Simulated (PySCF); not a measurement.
H4MoN2OS, SMILES [NH]=[Mo]([NH2])(=[O])[SH], multiplicity 1. Atoms are numbered in the order given.

```xyz
9

Mo     0.2570     0.0962    -0.1346
O      1.6684    -0.0834     0.7791
N      0.2851    -0.6976    -1.6870
H      0.8468    -1.3142    -2.2785
N     -0.1007     1.9739    -0.4432
H      0.2060     2.7086     0.1924
H     -0.4760     2.3641    -1.3047
S     -1.5475    -0.9759     0.9710
H     -1.2481    -0.4508     2.1858
```

Coordinates come from a B3LYP-D3(BJ)/def2-SVP optimisation. The multiplicity is an assumed one; no other spin state was optimised. The structure was generated by enumeration; whether it is a known compound was not checked. The def2 effective core potentials stand for the cores of Mo; spin–orbit coupling is left out. One conformer was computed; it need not be the lowest.

These are PBE0/def2-TZVP run with PySCF values and carry that method's errors.

ESP charges are fitted to the potential on shells at 1.4 to 2.0 van der Waals radii. Atomic charges (e):

| atom | Löwdin | ESP fit |
|---|---|---|
| Mo1 | 0.41 | 1.00 |
| O2 | -0.30 | -0.43 |
| N3 | -0.33 | -0.56 |
| H4 | 0.16 | 0.34 |
| N5 | -0.36 | -1.01 |
| H6 | 0.16 | 0.43 |
| H7 | 0.16 | 0.41 |
| S8 | 0.03 | -0.37 |
| H9 | 0.06 | 0.19 |
